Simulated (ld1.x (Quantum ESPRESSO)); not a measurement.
## Ranking PAW potentials for Cr (Z = 24)

All share these settings but for the change named:

ld1.x (Quantum ESPRESSO) 7.5 input, shortened:

```
&input
   title='Cr', zed=24., rel=1, dft='BLYP', iswitch=3,
   config='[Ar] 3d5 4s1 4p0'
 /
 &inputp
   pseudotype=3, lpaw=.true., tm=.true., lloc=-1, rcloc=3.55,
   nlcc=.true., new_core_ps=.true.,
   which_augfun='GAUSS', rmatch_augfun=1.15
 /
6
4S  1  0   1.00   0.00  2.40  3.10  0.0
4S  1  0   0.00   0.65  2.40  3.10  0.0
4P  2  1   0.00   0.00  2.95  3.55  0.0
4P  2  1   0.00   2.60  2.95  3.55  0.0
3D  3  2   5.00   0.00  1.00  1.30  0.0
3D  3  2   0.00   0.15  1.00  1.30  0.0
 &test
   configts(1)='3d5 4s1 4p0'
 /
```

Cutoff: the first of the cutoffs (Ry, on a coarse ladder) from which the occupation-weighted sum of valence levels, in a spherical-Bessel basis at the reference potential, stays within 10 and 1 mRy of its value at 400 Ry; the density cutoff is not measured.

The base gives 60 Ry.

Of 7 variants that were run, those that failed, showed a ghost or another fault, or gave nearly equal values are left out.

Problem. Rank these variants from softest to hardest (loose cutoff).
A. all radii but the core radius scaled by about 1.35 (s 4.18, p 4.80, d 1.76 bohr, rcut 3.24/3.98/1.36); local potential all-electron potential smoothed inside 4.80 bohr (lloc = -1); augmentation GAUSS, radius 1.56 bohr
B. all radii but the core radius scaled by about 0.90 (s 2.78, p 3.18, d 1.16 bohr, rcut 2.16/2.64/0.90); local potential all-electron potential smoothed inside 3.18 bohr (lloc = -1); augmentation GAUSS, radius 1.04 bohr
C. all radii but the core radius scaled by about 1.09 (s 3.38, p 3.86, d 1.42 bohr, rcut 2.62/3.22/1.08); local potential all-electron potential smoothed inside 3.86 bohr (lloc = -1); augmentation GAUSS, radius 1.26 bohr
D. all radii but the core radius scaled by about 0.96 (s 2.98, p 3.42, d 1.26 bohr, rcut 2.32/2.84/0.96); local potential all-electron potential smoothed inside 3.42 bohr (lloc = -1); augmentation GAUSS, radius 1.10 bohr
E. all radii but the core radius scaled by about 1.26 (s 3.90, p 4.48, d 1.64 bohr, rcut 3.02/3.72/1.26); local potential all-electron potential smoothed inside 4.48 bohr (lloc = -1); augmentation GAUSS, radius 1.44 bohr

Solution. A (35 Ry), E (40 Ry), C (50 Ry), D (70 Ry), B (80 Ry).
